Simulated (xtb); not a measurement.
C$_{6}$H$_{8}$, charge -1, doublet, from a rough starting geometry (a state made from the parent by changing its charge; the spin is typed, not shown lowest); xtb with GFN2-xTB.

xtb was given this input:
```
$ xtb mol.xyz --gfn 2 --chrg -1 --uhf 1 --opt vtight --json

# file mol.xyz
14

C      0.44775236    -1.33153399     0.38501862
C      1.49072113    -0.51557075     0.03327578
C      1.22654063     0.91842182    -0.20726178
C     -0.00468056     1.38893636    -0.41814246
C     -1.16630990     0.43550896    -0.37917185
C     -0.94461656    -0.77544518     0.53679936
H      0.63746677    -2.35970633     0.57115199
H      2.45422756    -0.88604063    -0.06311256
H      2.13116135     1.50963503    -0.24126002
H     -0.16070641     2.35934765    -0.61935562
H     -1.33769834     0.08468554    -1.34657339
H     -2.13953348     0.99021807    -0.08370009
H     -1.71155456    -1.55673715     0.35927392
H     -0.99768056    -0.44803976     1.59720660
```

Write the output that xtb gives for this input, abridged.


```
   ID    Z sym.   atoms
    1    6 C      1-6
    2    1 H      7-14

           -------------------------------------------------
          |                Calculation Setup                |
           -------------------------------------------------

           -------------------------------------------------
          |                 G F N 2 - x T B                 |
           -------------------------------------------------

          ...................................................
          :                      SETUP                      :
          :.................................................:
          :  # basis functions                  32          :
          :  # atomic orbitals                  32          :
          :  # shells                           20          :
          :  # electrons                        33          :
          :  max. iterations                   250          :
          :  Hamiltonian                  GFN2-xTB          :
          :  restarted?                      false          :
          :  GBSA solvation                  false          :
          :  PC potential                    false          :
          :  electronic temp.          300.0000000     K    :
          :  accuracy                    1.0000000          :
          :  -> integral cutoff          0.2500000E+02      :
          :  -> integral neglect         0.1000000E-07      :
          :  -> SCF convergence          0.1000000E-05 Eh   :
          :  -> wf. convergence          0.1000000E-03 e    :
          :  Broyden damping             0.4000000          :
          :  net charge                         -1          :
          :  unpaired electrons                  1          :
          ...................................................

 iter      E             dE          RMSdq      gap      omega  full diag
   1    -17.2455141 -0.172455E+02  0.291E+00    2.57       0.0  T
   2    -17.2917510 -0.462369E-01  0.152E+00    2.56       1.0  T
   3    -17.2929299 -0.117884E-02  0.834E-01    2.57       1.0  T
   4    -17.2915886  0.134129E-02  0.429E-01    2.56       1.0  T
   5    -17.2937095 -0.212089E-02  0.969E-02    2.56       1.0  T
   6    -17.2937772 -0.676934E-04  0.320E-02    2.56       1.0  T
   7    -17.2937778 -0.665293E-06  0.168E-02    2.56       1.6  T
   8    -17.2937789 -0.110573E-05  0.218E-03    2.56      12.3  T
   9    -17.2937789 -0.814944E-08  0.111E-03    2.56      24.0  T
  10    -17.2937790 -0.634695E-08  0.308E-04    2.56      86.7  T
  11    -17.2937790 -0.315246E-09  0.150E-04    2.56     178.8  T

   *** convergence criteria satisfied after 11 iterations ***

         :::::::::::::::::::::::::::::::::::::::::::::::::::::
         ::                     SUMMARY                     ::
         :::::::::::::::::::::::::::::::::::::::::::::::::::::
         :: total energy             -16.985332647323 Eh    ::
         :: gradient norm              0.169293755425 Eh/a0 ::
         :: HOMO-LUMO gap              2.559067418767 eV    ::
         ::.................................................::
         :: SCC energy               -17.293765831678 Eh    ::
         :: -> isotropic ES            0.116745700799 Eh    ::
         :: -> anisotropic ES          0.020644463139 Eh    ::
         :: -> anisotropic XC          0.007486040376 Eh    ::
         :: -> dispersion             -0.010994885311 Eh    ::
         :: repulsion energy           0.308433184356 Eh    ::
         :: add. restraining           0.000000000000 Eh    ::
         :: total charge              -1.000000000000 e     ::
         :::::::::::::::::::::::::::::::::::::::::::::::::::::

      -----------------------------------------------------------
     |                   =====================                   |
     |                        A N C O P T                        |
     |                   =====================                   |
[...]
 * total energy  :   -16.9853326 Eh     change       -0.1248424E-10 Eh
 * total energy  :   -17.0038635 Eh     change       -0.1853084E-01 Eh
 * total energy  :   -17.0067545 Eh     change       -0.2891049E-02 Eh
 * total energy  :   -17.0068922 Eh     change       -0.1377074E-03 Eh
 * total energy  :   -17.0069391 Eh     change       -0.4684048E-04 Eh
 * total energy  :   -17.0069568 Eh     change       -0.1768595E-04 Eh
 * total energy  :   -17.0069654 Eh     change       -0.8605645E-05 Eh
 * total energy  :   -17.0069678 Eh     change       -0.2398613E-05 Eh
 * total energy  :   -17.0069683 Eh     change       -0.5076831E-06 Eh
 * total energy  :   -17.0069685 Eh     change       -0.2504803E-06 Eh
 * total energy  :   -17.0069686 Eh     change       -0.7139495E-07 Eh
   *** GEOMETRY OPTIMIZATION CONVERGED AFTER 11 ITERATIONS ***
         :: total energy             -17.006968601679 Eh    ::
[...]
        24                          0.3563292               9.6962
        25                          0.3722806              10.1303
        26                          0.4288659              11.6700
        27                          0.4541271              12.3574
        28                          0.4566606              12.4264
       ...                                ...                  ...
        32                          0.7989563              21.7407
      -------------------------------------------------------------
                  HL-Gap            0.1104339 Eh            3.0051 eV
             Fermi-level           -0.0155619 Eh           -0.4235 eV

     #   Z          covCN         q      C6AA      α(0)
     1   6 C        2.898    -0.146    31.743     9.238
     2   6 C        2.901    -0.086    30.151     9.003
     3   6 C        2.901    -0.086    30.151     9.003
     4   6 C        2.898    -0.146    31.742     9.238
     5   6 C        3.804    -0.022    20.962     6.518
     6   6 C        3.804    -0.022    20.962     6.518
     7   1 H        0.925    -0.082     4.971     3.487
     8   1 H        0.924    -0.078     4.847     3.443
     9   1 H        0.924    -0.078     4.847     3.443
    10   1 H        0.925    -0.082     4.971     3.487
    11   1 H        0.921    -0.039     3.845     3.066
    12   1 H        0.923    -0.047     4.024     3.137
    13   1 H        0.923    -0.047     4.024     3.137
    14   1 H        0.921    -0.039     3.845     3.066

 Mol. C6AA /au·bohr⁶  :       2318.393617
 Mol. C8AA /au·bohr⁸  :      51547.051639
 Mol. α(0) /au        :         75.784525

Wiberg/Mayer (AO) data.
largest (>0.10) Wiberg bond orders for each atom

 ---------------------------------------------------------------------------
     #   Z sym  total        # sym  WBO       # sym  WBO       # sym  WBO
 ---------------------------------------------------------------------------
     1   6 C    3.746 --     2 C    1.488     6 C    1.022     7 H    0.968
                             4 C    0.129
     2   6 C    3.941 --     1 C    1.488     3 C    1.340     8 H    0.966
     3   6 C    3.941 --     4 C    1.488     2 C    1.340     9 H    0.966
     4   6 C    3.746 --     3 C    1.488     5 C    1.022    10 H    0.968
                             1 C    0.129
     5   6 C    3.986 --     4 C    1.022     6 C    0.994    12 H    0.975
                            11 H    0.961
     6   6 C    3.986 --     1 C    1.022     5 C    0.994    13 H    0.975
                            14 H    0.961
     7   1 H    0.993 --     1 C    0.968
     8   1 H    0.994 --     2 C    0.966
     9   1 H    0.994 --     3 C    0.966
    10   1 H    0.993 --     4 C    0.968
    11   1 H    0.998 --     5 C    0.961
    12   1 H    0.998 --     5 C    0.975
    13   1 H    0.998 --     6 C    0.975
    14   1 H    0.998 --     6 C    0.961
 ---------------------------------------------------------------------------

Topologies differ in total number of bonds
Writing topology from bond orders to xtbtopo.mol

molecular dipole:
                 x           y           z       tot (Debye)
 q only:       -0.706      -0.079       0.037
   full:       -0.846      -0.100       0.047       2.167
molecular quadrupole (traceless):
                xx          xy          yy          xz          yz          zz
 q only:       -2.132       0.430      -3.506       0.177       2.628       5.639
  q+dip:       -0.361       0.542      -2.895      -0.009       1.736       3.256
   full:       -0.654       0.539      -3.144       0.046       1.790       3.798

optimized geometry written to: xtbopt.xyz

           -------------------------------------------------
          | TOTAL ENERGY              -17.006968601679 Eh   |
          | GRADIENT NORM               0.000048506814 Eh/α |
          | HOMO-LUMO GAP               3.005058962060 eV   |
           -------------------------------------------------

normal termination of xtb
```
